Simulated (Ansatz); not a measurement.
`C[CH2][InH2]` + HCl → `[Cl][InH2]` + `CC` at 298.15 K and 1 bar (ligand exchange at the In–C bond).

Program: Ansatz. Geometries: PBE0-D4/def2-TZVP. ΔE: electronic, gas phase. CCSD(T)/CBS adds triple-zeta CCSD(T) − MP2 to the extrapolated MP2 energy (def2 sets, frozen cores). This one scheme is used for every species. def2 core potentials past Kr. For In outer-core shells are correlated without core-valence functions, which leaves a few kJ/mol of doubt a bond.

```
       species  CCSD(T)/CBS energy (Eh)  H − E (kJ/mol)  S (J/(mol·K))
`C[CH2][InH2]`               -270.09414           216.8          328.9
           HCl               -460.38127            26.6          186.8
  `[Cl][InH2]`               -650.81839            46.3          276.1
          `CC`                -79.71954           207.7          227.7
```

H − E and S are ideal-gas, rigid-rotor, harmonic terms from PBE0-D4/def2-TZVP. 1 Eh = 2625.50 kJ/mol, R = 8.31446 J/(mol·K).

Task: By hand: ΔE, ΔH, ΔS and ΔG.

Result: ΔE = (-650.81839) + (-79.71954) − (-270.09414) − (-460.38127) = -0.06252 Eh = -164.1 kJ/mol. Δ(H − E) = 46.3 + 207.7 − 216.8 − 26.6 = 10.6, so ΔH = -153.5 kJ/mol. ΔS = 276.1 + 227.7 − 328.9 − 186.8 = -11.9 J/(mol·K). ΔG = -153.5 − 298.15 × (-11.9)/1000 = -150.0 kJ/mol.

Task: By hand: the equilibrium constant, and the temperature at which ΔG would vanish if ΔH and ΔS stayed fixed.

Result: log₁₀ K = −ΔG/(RT ln 10) = 26.3. ΔG = 0 at ΔH/ΔS = 12899 K, far beyond where these terms or the molecules hold.

The number of gas molecules stays the same, so ΔS is small and ΔH decides. A doubt of 5 kJ/mol in ΔE shifts log₁₀ K by 0.9 here. These are equilibria of isolated gas molecules and say nothing of rates. Largest T1 diagnostic: 0.014 (customary marks: 0.02 for closed shells, 0.045 for open ones).
